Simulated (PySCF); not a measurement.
Method: r2SCAN-D4/def2-TZVP // r2SCAN-D4/def2-SVP in PySCF 2.14.0. Gas-phase values, no solvent. 

Reference species (SMILES): `[SiH3][SnH]([SiH3])[SiH3]` (neutral, multiplicity 1).

```json
{
 "dipole_moment": "0.02 D"
}
```

Changed species: `[SiH3][SnH3]` (whole molecule; the reference has whole molecule).

Q: Give the shifts of the dipole moment.

A: the dipole moment goes up by 0.23 D, to 0.25 D.
